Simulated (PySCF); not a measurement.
ClGeH6NSi, SMILES Cl[SiH2][NH][GeH3].

Geometry: PBE-D3(BJ)/def2-SVP. The geometry has at least one imaginary mode, so it is a saddle point at that level. The structure was generated by enumeration, and PubChem lists no compound with its InChIKey, so it may never have been made. One conformer was computed; it need not be the lowest.

Computed with PBE-D3(BJ)/def2-SVP run with PySCF.

Frequencies are harmonic and unscaled.

| mode | ν (cm⁻¹) | IR (km/mol) | moving atoms (share of kinetic energy) |
|---|---|---|---|
| 1 | 98i | 14.4 | H 66 %, N 17 %, Si 11 % |
| 2 | 90 | 1.5 | Cl 58 %, Ge 33 % |
| 3 | 104 | 4.0 | H 95 % |
| 4 | 146 | 46.3 | H 53 %, N 43 % |
| 5 | 282 | 1.1 | Si 41 %, N 21 %, Cl 15 %, Ge 13 %, H 11 % |
| 6 | 503 | 25.3 | Si 30 %, Cl 25 %, N 22 %, H 14 %, Ge 9 % |
| 7 | 543 | 25.8 | H 37 %, Si 30 %, Cl 19 %, N 9 % |
| 8 | 586 | 1.8 | H 89 %, Si 8 % |
| 9 | 621 | 41.7 | H 89 % |
| 10 | 643 | 41.9 | H 61 %, N 30 % |
| 11 | 668 | 34.4 | H 87 % |
| 12 | 811 | 349.9 | H 80 %, N 9 % |
| 13 | 838 | 47.5 | H 99 % |
| 14 | 859 | 25.5 | H 95 % |
| 15 | 867 | 171.8 | H 83 %, N 11 % |
| 16 | 923 | 115.7 | H 48 %, N 34 %, Si 18 % |
| 17 | 973 | 118.0 | H 95 % |
| 18 | 1128 | 107.1 | H 69 %, N 29 % |
| 19 | 2083 | 87.6 | H 100 % |
| 20 | 2087 | 118.9 | H 98 % |
| 21 | 2094 | 114.7 | H 98 % |
| 22 | 2150 | 162.1 | H 96 % |
| 23 | 2157 | 135.1 | H 98 % |
| 24 | 3516 | 32.2 | H 93 % |
